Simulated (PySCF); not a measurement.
A PySCF script (with the pyscf-properties extension) for the NMR shieldings of SMILES CC[C@@H]1C[C@@H](C2CC2)[SiH2]1, C8H16Si, on a PBE0-D3(BJ)/def2-SVP geometry:

```python
import basis_set_exchange as bse
import numpy as np
from pyscf import gto, dft
from pyscf.prop import nmr

atoms = """
C    -3.584876   -0.875897    0.282432
C    -2.780059    0.359735    0.663254
C    -1.302766    0.243918    0.332165
C    -0.478487   -0.850917    1.069805
C     0.937051   -0.200568    1.147389
C     1.873805   -0.657778    0.056664
C     3.007537    0.198662   -0.421236
C     1.856968   -0.093630   -1.337734
Si    0.022908    1.461595    0.933904
H    -4.651312   -0.759166    0.530404
H    -3.218577   -1.771182    0.809254
H    -3.512822   -1.078627   -0.798488
H    -3.199453    1.244063    0.153160
H    -2.896241    0.555926    1.744394
H    -1.171195    0.108680   -0.756673
H    -0.481762   -1.839641    0.579011
H    -0.886288   -0.993503    2.085612
H     1.423967   -0.354475    2.123674
H     2.095752   -1.732106    0.107365
H     3.082357    1.210201   -0.009682
H     3.972583   -0.272840   -0.623471
H     1.169503    0.725407   -1.570071
H     2.016313   -0.781169   -2.172448
H     0.552866    2.541083    0.038497
H    -0.318991    2.078475    2.254873
"""
names = dict.fromkeys(["C", "Si", "H"], "pcSseg-1")
basis = {el: gto.basis.parse(bse.get_basis(n, elements=[el], fmt="nwchem")) for el, n in names.items()}
mol = gto.M(atom=atoms, basis=basis, charge=0, verbose=0)
mf = dft.RKS(mol, xc="GGA_XC_KT2")
mf.grids.level = 2
mf.grids.alignment = dft.numint.BLKSIZE   # the property module wants whole blocks of grid points
mf.conv_tol = 1e-9
mf.kernel()

calc = nmr.RKS(mf)   # GIAO
sigma = calc.kernel()   # uncoupled for a functional without exact exchange
for i, s in enumerate(sigma):   # ppm
    w = np.linalg.eigvalsh((s + s.T) / 2)
    print("%2d %-2s iso %8.1f  s11 %8.1f  s22 %8.1f  s33 %8.1f" % (i, mol.atom_pure_symbol(i), w.mean(), *w))
```

Question: Give the expected output.

Answer: 
```
 0 C  iso    167.0  s11    150.5  s22    166.2  s33    184.4
 1 C  iso    151.2  s11    141.0  s22    145.1  s33    167.3
 2 C  iso    152.2  s11    127.3  s22    156.2  s33    173.0
 3 C  iso    142.1  s11    123.9  s22    137.9  s33    164.4
 4 C  iso    153.0  s11    139.4  s22    149.8  s33    169.8
 5 C  iso    167.5  s11    132.0  s22    155.7  s33    214.7
 6 C  iso    178.0  s11    149.5  s22    172.1  s33    212.6
 7 C  iso    177.9  s11    150.2  s22    172.1  s33    211.4
 8 Si iso    396.3  s11    356.0  s22    377.0  s33    456.1
 9 H  iso     30.1  s11     25.6  s22     27.2  s33     37.6
10 H  iso     30.1  s11     25.7  s22     30.1  s33     34.6
11 H  iso     30.6  s11     26.5  s22     29.0  s33     36.2
12 H  iso     29.6  s11     24.4  s22     28.9  s33     35.5
13 H  iso     29.8  s11     24.8  s22     30.5  s33     34.2
14 H  iso     29.3  s11     24.5  s22     30.7  s33     32.7
15 H  iso     28.5  s11     23.8  s22     28.5  s33     33.2
16 H  iso     29.0  s11     25.1  s22     29.1  s33     32.8
17 H  iso     29.0  s11     22.7  s22     29.6  s33     34.6
18 H  iso     30.3  s11     23.2  s22     28.2  s33     39.5
19 H  iso     31.3  s11     25.0  s22     30.3  s33     38.8
20 H  iso     30.6  s11     24.7  s22     26.4  s33     40.9
21 H  iso     30.6  s11     25.2  s22     29.2  s33     37.5
22 H  iso     30.7  s11     25.2  s22     26.3  s33     40.6
23 H  iso     26.4  s11     22.6  s22     25.3  s33     31.4
24 H  iso     26.8  s11     23.8  s22     25.3  s33     31.2
```

These numbers come from an equivalent density-fitted implementation of the same equations, which agrees with the script to about 0.01 ppm for H and up to a few tenths of a ppm for heavy atoms, so last digits may differ.

Question: Turn these shieldings into chemical shifts. Shifts are taken against calculated references (same method and geometry level): TMS for ¹³C (σ = 183.22 ppm) and ²⁹Si (σ = 361.05 ppm) and ¹H (σ = 31.18 ppm).

Answer: Averaging equivalent atoms: C 3: 41.1; C 1: 32.1; C 2: 31.1; C 4: 30.2; C 0: 16.2; C 5: 15.7; C 7: 5.3; C 6: 5.2; Si 8: -35.3; H 23: 4.74; H 24: 4.39; H 15: 2.69; H 17: 2.21; H 16: 2.19; H 14: 1.85; H 12: 1.58; H 13: 1.36; H 9/10/11: 0.90; H 18: 0.86; H 21: 0.55; H 20: 0.53; H 22: 0.48; H 19: -0.16 ppm. 

Size and cost of the density-fitted run: 240 basis functions, 2.1 min wall time on 1 thread of an Arm Neoverse N1, shared host; peak memory 1.1 GiB.
